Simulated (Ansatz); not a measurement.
`C[N](C)[Ga]([Br])[Br]` + H₂ → `[Br][GaH][Br]` + `CNC` at 400 K and 1 bar (hydrogenolysis of a Ga–N bond).

Isolated molecules relaxed with PBE0-D4/def2-TZVP in Ansatz; ΔE leaves out vibrations. CBS: MP2 limit from def2 TZ/QZ plus the TZ coupled-cluster correction, frozen cores. This one scheme is used for every species. For Br, Ga outer-core shells are correlated without core-valence functions, which leaves a few kJ/mol of doubt a bond. Scalar relativity is left out up to krypton. One conformer a species, not always the lowest.

| species | CCSD(T)/CBS energy (Eh) | H − E (kJ/mol) | S (J/(mol·K)) |
| --- | --- | --- | --- |
| `C[N](C)[Ga]([Br])[Br]` | -7205.12527 | 262.3 | 459.8 |
| H₂ | -1.17544 | 38.0 | 139.0 |
| `[Br][GaH][Br]` | -7071.28437 | 44.7 | 343.0 |
| `CNC` | -135.00321 | 264.6 | 293.2 |

H − E and S are ideal-gas, rigid-rotor, harmonic terms from PBE0-D4/def2-TZVP, for one conformer and one mirror image of each species. The MP2-based limit puts H₂ 0.8 mEh under its directly extrapolated value; such offsets cancel only in part. 1 Eh = 2625.50 kJ/mol, R = 8.31446 J/(mol·K).

Q: By hand: ΔE, ΔH, ΔS and ΔG.

A: ΔE = (-7071.28437) + (-135.00321) − (-7205.12527) − (-1.17544) = 0.01313 Eh = 34.5 kJ/mol. Δ(H − E) = 44.7 + 264.6 − 262.3 − 38.0 = 9.0, so ΔH = 43.5 kJ/mol. ΔS = 343.0 + 293.2 − 459.8 − 139.0 = 37.4 J/(mol·K). ΔG = 43.5 − 400 × (37.4)/1000 = 28.5 kJ/mol.

Q: By hand: the equilibrium constant, and the temperature at which ΔG would vanish if ΔH and ΔS stayed fixed.

A: log₁₀ K = −ΔG/(RT ln 10) = -3.7. ΔG = 0 at ΔH/ΔS = 1163 K.

TΔS isn't small against ΔH here. A doubt of 5 kJ/mol in ΔE shifts log₁₀ K by 0.7 here. Other conformers and mirror images would add mixing entropy, several J/(mol·K) or more a flexible species. These are equilibria of isolated gas molecules and say nothing of rates. Largest T1 diagnostic: 0.011 (customary marks: 0.02 for closed shells, 0.045 for open ones).
